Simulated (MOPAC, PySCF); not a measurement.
C2H6Si, SMILES `C=C[SiH3]`, neutral singlet in the gas phase. 

Cartesian coordinates (Å):
SMILES: C=C[SiH3]
```xyz
9

C     -1.5355     0.2113     0.0038
C     -0.4507    -0.5439     0.1656
Si     1.2876     0.0817    -0.0735
H     -2.5380    -0.1774     0.1496
H     -1.4681     1.2555    -0.2832
H     -0.5918    -1.5836     0.4538
H      1.9823    -0.6915    -1.1321
H      1.2402     1.5116    -0.4603
H      2.0739    -0.0638     1.1763
```
Charge 0, spin multiplicity 1.

All levels are single points at this geometry (B3LYP-D3(BJ)/def2-TZVP); Pople sets use spherical d functions. Orbital energies aren't observables, and empty levels follow the basis.

| level | HOMO (eV) | LUMO (eV) | gap (eV) | dipole (D) | vertical IE, Delta-SCF (eV) |
|---|---|---|---|---|---|
| B3LYP-D3(BJ)/def2-TZVP in PySCF | -7.76 | -0.69 | 7.07 | 0.73 | – |
| PBE-D3(BJ)/def2-TZVP in PySCF | -6.88 | -1.50 | 5.39 | 0.74 | – |
| B3LYP/3-21G in PySCF | -7.51 | -0.04 | 7.48 | 0.70 | – |
| B3LYP/LANL2DZ in PySCF | -7.57 | -0.32 | 7.25 | 0.52 | – |
| BP86/6-31G* in PySCF | -6.68 | -1.14 | 5.54 | 0.78 | – |
| M06-2X/6-31G* in PySCF | -8.97 | 0.95 | 9.92 | 0.70 | – |
| PBE/6-31G* in PySCF | -6.59 | -1.05 | 5.54 | 0.78 | 9.90 |
| SVWN5/6-31G* in PySCF | -6.71 | -1.22 | 5.49 | 0.76 | 10.06 |
| HF/6-31G* in PySCF | -10.24 | 3.94 | 14.18 | 0.82 | 8.83 |
| HF/STO-3G in PySCF | -8.49 | 8.51 | 17.00 | 0.10 | – |
| PM3 in MOPAC | -9.99 | 0.64 | 10.63 | 0.15 | – |
| PM6 in MOPAC | -10.50 | 0.44 | 10.94 | 0.65 | – |
| PM7 in MOPAC | -10.72 | 0.81 | 11.53 | 0.38 | – |
